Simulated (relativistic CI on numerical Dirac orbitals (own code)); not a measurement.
# The 18-electron sequence from Ar I to As XVI

Method of calculation: Dirac-Coulomb-Breit CI, KLI orbitals optimised for each configuration, QED by a radiative potential, valence Slater integrals scaled by 0.9, P86 correlation energy added to each configuration (own radial code, finite nucleus).

CI space (outside the closed core [Ne]): 3s2 3p6, 3s2 3p5 3d, 3s 3p6 3d, 3s2 3p5 4s, 3p6 3d2, 3p5 3d3, 3p5 3d2 4s. Double excitations out of closed p, d and f shells are left out; levels of such configurations are missing from the list, as are those of other unlisted configurations, and high levels can miss mixing partners.

Energies above each ion's lowest level, in eV. Levels are followed by their leading LS label, which can pass from one level to another where the coupling changes.

| Ion | 3s2 3p6 1S_0 | 3s2 3p5 3d 3P°_0 | 3s2 3p5 3d 3P°_1 | 3s2 3p5 3d 3P°_2 | 3s2 3p5 3d 3F°_4 | 3s2 3p5 3d 3F°_3 | 3s2 3p5 3d 3F°_2 |
| --- | --- | --- | --- | --- | --- | --- | --- |
| Ar I | 0 | 13.855 | 13.872 | 13.905 | 13.911 | 13.94 | 13.982 |
| K II | 0 | 20.349 | 20.615 | 20.667 | 21.174 | 21.277 | 21.366 |
| Ca III | 0 | 25.264 | 25.323 | 25.446 | 26.302 | 26.44 | 26.562 |
| Sc IV | 0 | 29.733 | 29.817 | 29.992 | 31.001 | 31.181 | 31.346 |
| Ti V | 0 | 34.018 | 34.134 | 34.374 | 35.49 | 35.717 | 35.937 |
| V VI | 0 | 38.185 | 38.338 | 38.659 | 39.851 | 40.131 | 40.417 |
| Cr VII | 0 | 42.268 | 42.467 | 42.884 | 44.128 | 44.464 | 44.831 |
| Mn VIII | 0 | 46.289 | 46.542 | 47.072 | 48.347 | 48.739 | 49.203 |
| Fe IX | 0 | 50.263 | 50.579 | 51.241 | 52.527 | 52.974 | 53.549 |
| Co X | 0 | 54.201 | 54.588 | 55.4 | 56.68 | 57.178 | 57.879 |
| Ni XI | 0 | 58.109 | 58.578 | 59.56 | 60.818 | 61.357 | 62.199 |
| Cu XII | 0 | 61.995 | 62.553 | 63.726 | 64.948 | 65.518 | 66.511 |
| Zn XIII | 0 | 65.862 | 66.521 | 67.902 | 69.077 | 69.662 | 70.816 |
| Ga XIV | 0 | 69.715 | 70.483 | 72.093 | 73.213 | 73.794 | 75.114 |
| Ge XV | 0 | 73.557 | 74.443 | 76.299 | 77.361 | 77.914 | 79.407 |
| As XVI | 0 | 77.39 | 78.404 | 80.524 | 81.525 | 82.025 | 83.693 |

The lowest level keeps the configuration 3s2 3p6 and J = 0 throughout.

Between Z = 30 and 33 the energy of 3s2 3p5 3d 3P°_0 follows a local power law Z^1.7. For orientation: electrostatic splittings inside a shell grow about linearly with the screened charge, excitations that change n as its square, and fine structure as its fourth power; written in Z itself the exponents are larger, since the screened charge grows faster in proportion.

The members near neutrality are the least accurate: they can be off by several eV, miss lower levels of configurations outside the list, or start from a wrong lowest level.
